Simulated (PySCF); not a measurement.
## Ni (nickel, neutral) across methods

[Ar] 3d7 4s2 4p1, one real determinant (an excited configuration). Computed with PySCF 2.14 in aug-cc-pVDZ, with the non-relativistic Hamiltonian (point nucleus).

```json
{"method": "M06", "E (hartree)": "-1507.896", "mean ε 4s α (eV)": "-9.336", "mean ε 4s β (eV)": "-8.157", "mean ε 4p α (eV)": "-3.534", "Σ⟨r²⟩ (bohr²)": "43.31", "⟨S²⟩": "6.005"}
{"method": "LDA", "E (hartree)": "-1505.260", "mean ε 4s α (eV)": "-8.479", "mean ε 4s β (eV)": "-7.400", "mean ε 4p α (eV)": "-3.050", "Σ⟨r²⟩ (bohr²)": "43.56", "⟨S²⟩": "6.003"}
{"method": "PBE0", "E (hartree)": "-1507.743", "mean ε 4s α (eV)": "-9.304", "mean ε 4s β (eV)": "-7.917", "mean ε 4p α (eV)": "-3.859", "Σ⟨r²⟩ (bohr²)": "43.64", "⟨S²⟩": "6.006"}
{"method": "r2SCAN", "E (hartree)": "-1507.954", "mean ε 4s α (eV)": "-8.537", "mean ε 4s β (eV)": "-7.284", "mean ε 4p α (eV)": "-3.291", "Σ⟨r²⟩ (bohr²)": "43.35", "⟨S²⟩": "6.009"}
{"method": "UHF", "E (hartree)": "-1506.63495", "mean ε 4s α (eV)": "-11.636", "mean ε 4s β (eV)": "-9.344", "mean ε 4p α (eV)": "-5.717", "Σ⟨r²⟩ (bohr²)": "44.78", "⟨S²⟩": "6.010"}
{"method": "LC-wPBE", "E (hartree)": "-1507.747", "mean ε 4s α (eV)": "-12.039", "mean ε 4s β (eV)": "-10.243", "mean ε 4p α (eV)": "-6.157", "Σ⟨r²⟩ (bohr²)": "42.91", "⟨S²⟩": "6.009"}
{"method": "B97-3", "E (hartree)": "-1507.827", "mean ε 4s α (eV)": "-9.188", "mean ε 4s β (eV)": "-7.898", "mean ε 4p α (eV)": "-3.733", "Σ⟨r²⟩ (bohr²)": "43.67", "⟨S²⟩": "6.006"}
{"method": "revPBE", "E (hartree)": "-1507.854", "mean ε 4s α (eV)": "-8.224", "mean ε 4s β (eV)": "-7.055", "mean ε 4p α (eV)": "-3.047", "Σ⟨r²⟩ (bohr²)": "43.97", "⟨S²⟩": "6.005"}
```

(1) Estimate the same row for PBE.

⟨L²⟩ = 13.55 against 20 for a pure G term, so this real determinant mixes terms.

Answers

(1) E (hartree) = -1507.705; mean ε 4s α (eV) = -8.285; mean ε 4s β (eV) = -7.146; mean ε 4p α (eV) = -3.051; Σ⟨r²⟩ (bohr²) = 43.89; ⟨S²⟩ = 6.004.
